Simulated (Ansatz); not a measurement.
Job for Ansatz (a quantum-chemistry and plane-wave program): U-B3LYP-D3(BJ)/def2-TZVP on F2Nb (SMILES [F][Nb][F]), 2S+1 = 4, a spin state set in the input, which need not be the lowest. Elements past Kr take the def2 small-core potentials; no spin–orbit coupling.

Ansatz 0.2 input:
```yaml
crystal:
  periodic: [false, false, false]
  atoms:
    - {symbol: Nb, position_ang: [-0.00025079, 0.01194982, -0.01096551]}
    - {symbol: F, position_ang: [-0.22842367, 1.30041317, -1.17386586]}
    - {symbol: F, position_ang: [0.19550574, -1.26499139, 1.11451174]}
basis:
  gaussian:
    orbitals: def2-TZVP
hamiltonian:
  xc: b3lyp
  dispersion: d3bj
magnetization: {spin_polarized: true, initial_magnetization: 3}
relax: {f_tol: 0.005, max_steps: 120}
```

Program output:

```
WARN ansatz: RAYON_NUM_THREADS=1 ignored (pool sized by the plan → 1); use --threads N
Functional definition: B3LYP
integrals: 0.03 GiB planned
683 factors; their error is unknown
mean field: 0.34 GiB planned
mean field evaluation 1: about -6984.6685 eV, gradient 3.5e1 eV
mean field evaluation 2: about -6975.8033 eV, gradient 6.7e1 eV
mean field evaluation 4: about -6988.0469 eV, gradient 1.4e0 eV
mean field evaluation 8: about -6988.0928 eV, gradient 9.5e-2 eV
mean field evaluation 16: about -6988.0928 eV, gradient 3.2e-5 eV
mean field -6988.09283357 eV, -256.8076749344 hartree, gradient 3.2e-5 eV, S^2 3.753556; 0 other end points of the search recorded, 0 dependent functions left out
the calculation of the forces begins
reference -6988.09306901 eV, -256.8076835866 hartree; 17, 14 occupied and 85, 88 virtual orbitals, 683 factors
relax step   1: F+E_penalty+E_count = -6988.15518964 eV  Δ(F+E_penalty+E_count) = +0.000e0 eV  max|allowed force component| = 5.868e0 eV/Å  Δτ_max = 0.0000 Å  (35 SCF iters, accepted)
these checks for a lower state are left out or cut short: starts, cluster_reference, orbital_swaps, neighbouring_geometries, increment
integrals: 0.03 GiB planned
683 factors; their error is unknown
mean field: 0.34 GiB planned
mean field -6989.00936056 eV, -256.8413566798 hartree, gradient 1.6e-5 eV, S^2 3.754284; 0 other end points of the search recorded, 0 dependent functions left out
the calculation of the forces begins
reference -6989.00960168 eV, -256.8413655410 hartree; 17, 14 occupied and 85, 88 virtual orbitals, 683 factors
relax step   2: F+E_penalty+E_count = -6989.07079581 eV  Δ(F+E_penalty+E_count) = -9.156e-1 eV  max|allowed force component| = 9.476e-1 eV/Å  Δτ_max = 0.1268 Å  (40 SCF iters, accepted)
these checks for a lower state are left out or cut short: starts, cluster_reference, orbital_swaps, neighbouring_geometries, increment
integrals: 0.03 GiB planned
683 factors; their error is unknown
mean field: 0.34 GiB planned
mean field evaluation 32: about -6989.0422 eV, gradient 1.8e-5 eV
mean field -6989.04219471 eV, -256.8425633127 hartree, gradient 1.8e-5 eV, S^2 3.754455; 0 other end points of the search recorded, 0 dependent functions left out
the calculation of the forces begins
reference -6989.04243627 eV, -256.8425721898 hartree; 17, 14 occupied and 85, 88 virtual orbitals, 683 factors
relax step   3: F+E_penalty+E_count = -6989.10344932 eV  Δ(F+E_penalty+E_count) = -3.265e-2 eV  max|allowed force component| = 1.703e-1 eV/Å  Δτ_max = 0.0290 Å  (39 SCF iters, accepted)
these checks for a lower state are left out or cut short: starts, cluster_reference, orbital_swaps, neighbouring_geometries, increment
integrals: 0.03 GiB planned
683 factors; their error is unknown
mean field: 0.34 GiB planned
mean field -6989.04324538 eV, -256.8426019240 hartree, gradient 1.6e-5 eV, S^2 3.754487; 0 other end points of the search recorded, 0 dependent functions left out
the calculation of the forces begins
reference -6989.04348700 eV, -256.8426108033 hartree; 17, 14 occupied and 85, 88 virtual orbitals, 683 factors
relax step   4: F+E_penalty+E_count = -6989.10446662 eV  Δ(F+E_penalty+E_count) = -1.017e-3 eV  max|allowed force component| = 2.205e-2 eV/Å  Δτ_max = 0.0060 Å  (39 SCF iters, accepted)
these checks for a lower state are left out or cut short: starts, cluster_reference, orbital_swaps, neighbouring_geometries, increment
integrals: 0.03 GiB planned
683 factors; their error is unknown
mean field: 0.34 GiB planned
mean field -6989.04326822 eV, -256.8426027634 hartree, gradient 1.8e-5 eV, S^2 3.754483; 0 other end points of the search recorded, 0 dependent functions left out
the calculation of the forces begins
reference -6989.04350983 eV, -256.8426116424 hartree; 17, 14 occupied and 85, 88 virtual orbitals, 683 factors
relax step   5: F+E_penalty+E_count = -6989.10449359 eV  Δ(F+E_penalty+E_count) = -2.697e-5 eV  max|allowed force component| = 2.391e-2 eV/Å  Δτ_max = 0.0050 Å  (37 SCF iters, accepted)
these checks for a lower state are left out or cut short: starts, cluster_reference, orbital_swaps, neighbouring_geometries, increment
integrals: 0.03 GiB planned
683 factors; their error is unknown
mean field: 0.34 GiB planned
mean field -6989.04508786 eV, -256.8426696341 hartree, gradient 1.3e-5 eV, S^2 3.754410; 0 other end points of the search recorded, 0 dependent functions left out
the calculation of the forces begins
reference -6989.04532885 eV, -256.8426784902 hartree; 17, 14 occupied and 85, 88 virtual orbitals, 683 factors
relax step   6: F+E_penalty+E_count = -6989.10637372 eV  Δ(F+E_penalty+E_count) = -1.880e-3 eV  max|allowed force component| = 2.241e-2 eV/Å  Δτ_max = 0.1119 Å  (42 SCF iters, accepted)
these checks for a lower state are left out or cut short: starts, cluster_reference, orbital_swaps, neighbouring_geometries, increment
integrals: 0.03 GiB planned
683 factors; their error is unknown
mean field: 0.34 GiB planned
mean field evaluation 64: about -6989.0451 eV, gradient 4.1e-4 eV
mean field -6989.04514969 eV, -256.8426719061 hartree, gradient 1.6e-5 eV, S^2 3.754396; 0 other end points of the search recorded, 0 dependent functions left out
the calculation of the forces begins
reference -6989.04539053 eV, -256.8426807568 hartree; 17, 14 occupied and 85, 88 virtual orbitals, 683 factors
relax step   7: F+E_penalty+E_count = -6989.10644805 eV  Δ(F+E_penalty+E_count) = -7.433e-5 eV  max|allowed force component| = 9.524e-4 eV/Å  Δτ_max = 0.0116 Å  (40 SCF iters, accepted)
integrals: 0.03 GiB planned
683 factors; their error is unknown
mean field: 0.34 GiB planned
mean field evaluation 96: about -6989.0451 eV, gradient 1.6e-5 eV
mean field -6989.04514969 eV, -256.8426719061 hartree, gradient 1.6e-5 eV, S^2 3.754396; 5 other end points of the search recorded, 0 dependent functions left out
the calculation of the forces begins
reference -6989.04539053 eV, -256.8426807568 hartree; 17, 14 occupied and 85, 88 virtual orbitals, 683 factors
Total energy: -6989.10668889 eV, -256.8449334301 hartree
Atom 0 at     0.106507     0.083497     0.030709 Å, force     0.000849     0.000952     0.000046 eV/Å
Atom 1 at    -0.299017     1.369381    -1.288050 Å, force    -0.000385    -0.000541     0.000061 eV/Å
Atom 2 at     0.159341    -1.405506     1.187022 Å, force    -0.000464    -0.000411    -0.000107 eV/Å
Dipole moment:     0.075104     0.043230     0.034610 e Å
```

The run converged.

Cost: around 14 core-seconds (rough).
